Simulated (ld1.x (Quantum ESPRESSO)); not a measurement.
Reading a pseudo-wave (N (Z = 7))

Columns: radius, all-electron u(r) and pseudo u(r) of the 2p shell (level -7.15 eV) of nitrogen in the configuration [He] 2s1.75 2p3.25; PBEsol, scalar-relativistic, TM scheme, ld1.x (Quantum ESPRESSO) 7.5.

```csv
r (bohr),all-electron,pseudo
0.105,0.0789,0.0254
0.210,0.2284,0.0981
0.315,0.3811,0.2090
0.420,0.5122,0.3436
0.525,0.6152,0.4849
0.630,0.6907,0.6161
0.735,0.7407,0.7234
0.840,0.7691,0.7982
0.945,0.7801,0.8383
1.050,0.7776,0.8469
1.155,0.7648,0.8311
1.260,0.7447,0.7989
1.365,0.7192,0.7581
1.470,0.6903,0.7146
1.575,0.6591,0.6721
1.680,0.6267,0.6323
1.785,0.5939,0.5957
1.890,0.5611,0.5615
1.995,0.5289,0.5289
2.100,0.4975,0.4975
2.205,0.4671,0.4671
2.310,0.4380,0.4380
2.415,0.4101,0.4101
2.520,0.3835,0.3835
2.625,0.3584,0.3584
2.730,0.3346,0.3346
```

Question: How many radial nodes do the two functions have?

Answer: The all-electron 2p function has n − l − 1 = 0; the pseudo-wave has 0.

Question: At about which radius was the pseudo-wave matched?

Answer: 2.10 bohr. The columns agree to 0.0005 from 1.89 bohr on; several derivatives are matched, so the curves merge somewhat inside the radius.

Question: Is the pseudo-wave norm-conserving?

Answer: Yes: the TM scheme keeps the norm inside the radius equal to the all-electron one, which fixes the energy derivative of the logarithmic derivative at the level.
